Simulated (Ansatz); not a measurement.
Total energies of (NMe2)2Sn(OSiH2)2O (C₄H₁₆N₂O₃Si₂Sn) from Ansatz at PBE0-D4/def2-SVP, gas phase (1 Eh = 27.2114 eV = 2625.5 kJ/mol). The reference geometry is relaxed at r2SCAN-D4/def2-SVP.

```xyz
28

Sn   -0.018   -0.029    0.016
N    -0.252    1.737   -0.922
C    -1.563    2.122   -1.403
C     0.613    2.844   -0.563
N     1.934   -0.517   -0.039
C     2.628   -0.483   -1.312
C     2.455   -1.479    0.911
O    -0.499   -0.200    1.946
Si   -1.751   -1.032    2.640
O    -2.688   -1.736    1.457
Si   -2.589   -2.088   -0.166
O    -1.364   -1.213   -0.857
H    -2.155    1.228   -1.653
H    -1.464    2.725   -2.326
H    -2.137    2.729   -0.671
H     0.801    3.480   -1.450
H     0.185    3.497    0.227
H     1.588    2.473   -0.208
H     2.178    0.273   -1.976
H     3.688   -0.203   -1.157
H     2.618   -1.458   -1.844
H     3.504   -1.230    1.162
H     1.872   -1.446    1.845
H     2.446   -2.521    0.529
H    -1.203   -2.102    3.522
H    -2.614   -0.105    3.422
H    -2.326   -3.546   -0.330
H    -3.885   -1.719   -0.800
```

```csv
state,geometry,energy (Eh)
charge 0 singlet,reference,-1289.37025
charge 1 doublet,reference,-1289.07524
charge -1 doublet,reference,-1289.35686
```

In the def2 sets Sn takes a core potential; there is no spin–orbit coupling.

Q: Work out the vertical ionisation energy to the doublet.

A: E(charge 1 doublet) − E(charge 0 singlet) = -1289.07524 − (-1289.37025) = 0.29501 Eh = 8.03 eV. For comparison, −ε of the highest occupied level is 6.45 eV at this level, 1.58 eV less.

Q: Work out the vertical electron affinity, to the doublet.

A: E(charge 0 singlet) − E(charge -1 doublet) = -1289.37025 − (-1289.35686) = -0.01339 Eh = -0.36 eV; negative, so the extra electron isn't bound. The basis lacks diffuse functions, which makes affinities too small.

Q: Give the fundamental gap IE − EA, the Mulliken electronegativity (IE + EA)/2 and the hardness (IE − EA)/2.

A: From the values in Eh: IE − EA = 0.29501 − (-0.01339) = 0.30840 Eh = 8.39 eV; (IE + EA)/2 = 3.83 eV; (IE − EA)/2 = 4.20 eV. The HOMO–LUMO gap of the same run is 5.34 eV, 3.05 eV smaller than the fundamental gap.

At PBE0-D4/def2-SVP the highest occupied level of the charge -1 doublet lies above zero (up to 1.91 eV). By energy differences it is unbound by 0.36 eV (vertical, to the charge 0 singlet, at PBE0-D4/def2-SVP) and held by the finite basis.
